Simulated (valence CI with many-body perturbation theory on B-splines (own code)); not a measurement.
**Basis-set convergence for Pd¹⁵⁺**

Calculated by relativistic CI+MBPT: three valence electrons over a frozen Dirac-Fock core [Ar] 3d10, radial functions for each j: 9 s, 9 p, 8 d, 6 f, 3 g, 1 h, with the one-electron correlation potential Σ1, the two-electron term Σ2, the three-electron term Σ3, Breit, model QED; selected CI, second order for the rest, scaled by the run's own slope (own B-spline code, finite nucleus).

No measured spectrum was set against this ion. As an estimate, levels hold to about 250 cm⁻¹ or 0.2 % of their energy and the worst to 1 %, as in measured heavy ions of charge 2 to 7; those with d or f electrons hold less well.

The reference run has the lowest level 4s²4p ²P°_1/2 and an ionisation energy of 369.909 eV. Its largest variational space holds 9391 state functions.

Names give the largest LS component (configuration and term), which can be under half, so a name can repeat, a term be missing and a line seem to break the LS rules; names also repeat where a configuration has a term twice. Letters in brackets count levels of one name in rising energy.

Changed runs:
A. basis 6 s, 6 p, 5 d, 3 f, 1 g
B. basis 5 s, 5 p, 4 d, 2 f

Excitation energies of the reference run in cm⁻¹, and shifts in cm⁻¹:

```
                 Level  Reference       A       B
         4s²4p ²P°_3/2      52586    -7.3    -9.1
          4s4p² ⁴P_1/2     261748    -107    -307
          4s4p² ⁴P_3/2     290316    -134    -388
          4s4p² ⁴P_5/2     310222    -105    -289
          4s4p² ²D_3/2     355013     +31    +162
          4s4p² ²D_5/2     372706    -8.0     +38
          4s4p² ²P_1/2     390345    +133    +483
          4s4p² ²S_1/2     442472    +150    +560
          4s4p² ²P_3/2     450172    +116    +431
          4s²4d ²D_3/2     564138    +172    +780
          4s²4d ²D_5/2     572814    +167    +771
       4p³ ⁴S°_3/2 [a]     650022     -37     -90
Ionisation energy (eV)    369.909  -0.017  -0.051
```
